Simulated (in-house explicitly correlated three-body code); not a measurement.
The numbers below are computed, except where a source is named.
# Two electrons around a charge Z: functional-driven and density-driven errors

The exact non-relativistic ground state comes from a variational code in 260 exponentially correlated functions, the Kohn-Sham parts from inverting its density (past Z = 6 the correlation energy is taken as exact minus Hartree-Fock, equal to within microhartrees), and self-consistent runs (Hartree-Fock is restricted) from a B-spline radial code. Z may be fractional; the second electron is bound down to Z = 0.911.

The total error of a self-consistent run is the error on the exact density (functional-driven) plus the energy gained by relaxing to the functional's own density (density-driven, never positive). «Unbound» marks a run whose level isn't bound or that didn't converge.

| Z | BP86 functional (mEh) | BP86 density (mEh) | revTPSS functional (mEh) | revTPSS density (mEh) | LDA VWN5 functional (mEh) | LDA VWN5 density (mEh) |
| --- | --- | --- | --- | --- | --- | --- |
| 0.98 | -10.56 | unbound | -4.26 | unbound | +13.68 | unbound |
| 1.025 | -10.41 | unbound | -4.95 | unbound | +15.53 | unbound |
| 1.16 | ? | ? | ? | ? | ? | ? |
| 1.235 | -8.85 | -0.47 | -6.59 | -0.21 | +25.51 | -0.99 |
| 1.38 | -7.50 | -0.53 | -7.16 | -0.16 | +33.21 | -1.16 |
| 1.48 | ? | ? | ? | ? | ? | ? |
| 1.56 | -5.79 | -0.59 | -7.60 | -0.14 | +43.43 | -1.35 |
| 1.8 | -3.61 | -0.64 | -7.98 | -0.15 | +57.90 | -1.54 |
| 1.9 | -2.76 | -0.65 | -8.09 | -0.15 | +64.17 | -1.61 |
| 2.1 | -1.17 | -0.67 | -8.25 | -0.16 | +77.05 | -1.72 |
| 2.26 | -0.01 | -0.69 | -8.35 | -0.16 | +87.64 | -1.80 |
| 2.46 | +1.31 | -0.70 | -8.44 | -0.17 | +101.2 | -1.88 |

Task: What belongs in the row Z = 1.48?

Result: BP86 functional (mEh): -6.55; BP86 density (mEh): -0.57; revTPSS functional (mEh): -7.43; revTPSS density (mEh): -0.15; LDA VWN5 functional (mEh): +38.81; LDA VWN5 density (mEh): -1.27.

Task: What belongs in the row Z = 1.16?

Result: BP86 functional (mEh): -9.50; BP86 density (mEh): unbound; revTPSS functional (mEh): -6.17; revTPSS density (mEh): unbound; LDA VWN5 functional (mEh): +21.75; LDA VWN5 density (mEh): unbound.

Task: Which part of the error is larger?

Result: BP86: functional-driven +1.31, density-driven -0.70 mEh at Z = 2.46; revTPSS: functional-driven -8.44, density-driven -0.17 mEh at Z = 2.46; LDA VWN5: functional-driven +101.2, density-driven -1.88 mEh at Z = 2.46. The density-driven part is second order in the error of the density, so it stays small unless the second electron is loosely bound.
